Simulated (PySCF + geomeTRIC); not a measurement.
These are TPSS-D3(BJ)/def2-SVP (PySCF + geomeTRIC) values and carry that method's errors. fastk is a local helper that only speeds up exchange builds. No frequencies were computed at this level.

```python
import json, numpy as np
from pyscf import gto, dft
from fastk import lowrank_exchange
atoms = """
Hf     0.000177    -0.000071     0.000157
Cl    -0.551186     1.580162     1.493912
Cl    -0.154088    -2.022058     0.959076
Cl    -1.398736     0.105765    -1.750883
Cl     2.103834     0.336200    -0.702265
"""
def scf(charge, spin, dm0=None):
    mol = gto.M(atom=atoms, basis='def2-svp', ecp={'Hf': 'def2-svp'}, charge=charge, spin=spin, verbose=3, max_memory=10080)
    mf = dft.KS(mol, xc='tpss').density_fit(auxbasis="def2-universal-jkfit")
    mf.disp = 'd3bj'
    mf.grids.level = 3
    mf.conv_tol = 1e-8
    mf.max_cycle = 120
    mf.level_shift = 0.25
    mf.kernel(dm0)
    if not mf.converged:
        mf = mf.newton().run(mf.mo_coeff, mf.mo_occ).undo_soscf()
    return mf
mf = scf(0, 0)
from pyscf.geomopt.geometric_solver import kernel as optimize
path = []
done, mol = optimize(mf, maxsteps=120, assert_convergence=False, callback=lambda env: path.append((env["energy"], bool(env["g_scanner"].converged))))
res = dict(converged=bool(done and path[-1][1]), energy=path[-1][0], path=[e for e, c in path], xyz=mol.atom_coords(unit="Angstrom").tolist(), nao=mol.nao)
json.dump(res, open("result.json", "w"))
```

Output:

```
converged SCF energy = -1888.65921355846
Geometry optimization cycle 1
converged SCF energy = -1888.65921355841
cycle 1: E = -1888.65921356  dE = -1888.66  norm(grad) = 0.0819002
Geometry optimization cycle 2
converged SCF energy = -1888.67308635639
cycle 2: E = -1888.67308636  dE = -0.0138728  norm(grad) = 0.00988026
Geometry optimization cycle 3
converged SCF energy = -1888.67335277436
cycle 3: E = -1888.67335277  dE = -0.000266418  norm(grad) = 0.00180381
Geometry optimization cycle 4
converged SCF energy = -1888.67336273316
cycle 4: E = -1888.67336273  dE = -9.9588e-06  norm(grad) = 0.000368493
Geometry optimization cycle 5
converged SCF energy = -1888.67336294428
cycle 5: E = -1888.67336294  dE = -2.11114e-07  norm(grad) = 0.000918244
Geometry optimization cycle 6
converged SCF energy = -1888.673364928
cycle 6: E = -1888.67336493  dE = -1.98373e-06  norm(grad) = 0.000836439
Geometry optimization cycle 7
converged SCF energy = -1888.67336583377
cycle 7: E = -1888.67336583  dE = -9.05769e-07  norm(grad) = 0.000637272
<class 'geometric.internal.Distance'> : 4
<class 'geometric.internal.Angle'> : 6
<class 'geometric.internal.TranslationX'> : 1
<class 'geometric.internal.TranslationY'> : 1
<class 'geometric.internal.TranslationZ'> : 1
<class 'geometric.internal.RotationA'> : 1
<class 'geometric.internal.RotationB'> : 1
<class 'geometric.internal.RotationC'> : 1
Step    0 : Gradient = 3.663e-02/4.108e-02 (rms/max) Energy = -1888.6592135584
Step    1 : Displace = 1.000e-01/1.122e-01 (rms/max) Trust = 1.000e-01 (=) Grad = 4.419e-03/5.019e-03 (rms/max) E (change) = -1888.6730863564 (-1.387e-02) Quality = 0.712
Step    2 : Displace = 1.077e-02/1.238e-02 (rms/max) Trust = 1.000e-01 (=) Grad = 8.067e-04/9.732e-04 (rms/max) E (change) = -1888.6733527744 (-2.664e-04) Quality = 1.169
Step    3 : Displace = 2.665e-03/3.242e-03 (rms/max) Trust = 1.414e-01 (+) Grad = 1.648e-04/2.214e-04 (rms/max) E (change) = -1888.6733627332 (-9.959e-06) Quality = 0.689
Step    4 : Displace = 1.161e-03/1.434e-03 (rms/max) Trust = 1.414e-01 (=) Grad = 4.107e-04/5.175e-04 (rms/max) E (change) = -1888.6733629443 (-2.111e-07) Quality = 0.032
Step    5 : Displace = 5.856e-04/8.187e-04 (rms/max) Trust = 5.805e-04 (-) Grad = 3.495e-04/3.955e-04 (rms/max) E (change) = -1888.6733649280 (-1.984e-06) Quality = 0.203
Step    6 : Displace = 2.889e-04/3.480e-04 (rms/max) Trust = 2.902e-04 (-) Grad = 2.519e-04/2.882e-04 (rms/max) E (change) = -1888.6733658338 (-9.058e-07) Quality = 1.078
Converged! =D
```

Cost: very roughly 2.4 core-minutes.
